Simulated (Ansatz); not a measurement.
`C[O][GeH]([F])[F]` + H–F → `[F][GeH]([F])[F]` + CH₃OH at 600 K and 1 bar (ligand exchange at a Ge–O bond).

Isolated molecules relaxed with PBE0-D4/def2-TZVP in Ansatz; ΔE leaves out vibrations. CCSD(T)/CBS is the MP2 limit (def2-TZVPP, def2-QZVPP) plus CCSD(T) − MP2 in def2-TZVPP, frozen cores. This one scheme is used for every species. For Ge outer-core shells are correlated without core-valence functions, which leaves a few kJ/mol of doubt a bond. Scalar relativity is left out up to krypton. Each species was taken in one conformer, which may not be the lowest.

```tsv
species	CCSD(T)/CBS energy (Eh)	H − E (kJ/mol)	S (J/(mol·K))
`C[O][GeH]([F])[F]`	-2391.41847	202.4	438.0
H–F	-100.39570	42.3	194.0
`[F][GeH]([F])[F]`	-2376.20168	80.2	351.9
CH₃OH	-115.61712	163.6	277.3
```

H − E and S are ideal-gas, rigid-rotor, harmonic terms from PBE0-D4/def2-TZVP, for one conformer and one mirror image of each species. 1 Eh = 2625.50 kJ/mol, R = 8.31446 J/(mol·K).

**Question.** By hand: ΔE, ΔH, ΔS and ΔG.

**Answer.** ΔE = (-2376.20168) + (-115.61712) − (-2391.41847) − (-100.39570) = -0.00463 Eh = -12.2 kJ/mol. Δ(H − E) = 80.2 + 163.6 − 202.4 − 42.3 = -0.9, so ΔH = -13.1 kJ/mol. ΔS = 351.9 + 277.3 − 438.0 − 194.0 = -2.8 J/(mol·K). ΔG = -13.1 − 600 × (-2.8)/1000 = -11.4 kJ/mol.

**Question.** By hand: the equilibrium constant, and the temperature at which ΔG would vanish if ΔH and ΔS stayed fixed.

**Answer.** log₁₀ K = −ΔG/(RT ln 10) = 1.0. ΔG = 0 at ΔH/ΔS = 4679 K, far beyond where these terms or the molecules hold.

The number of gas molecules stays the same, so ΔS is small and ΔH decides. A doubt of 5 kJ/mol in ΔE shifts log₁₀ K by 0.4 here. Other conformers and mirror images would add mixing entropy, several J/(mol·K) or more a flexible species. These are equilibria of isolated gas molecules and say nothing of rates. Largest T1 diagnostic: 0.012 (customary marks: 0.02 for closed shells, 0.045 for open ones).
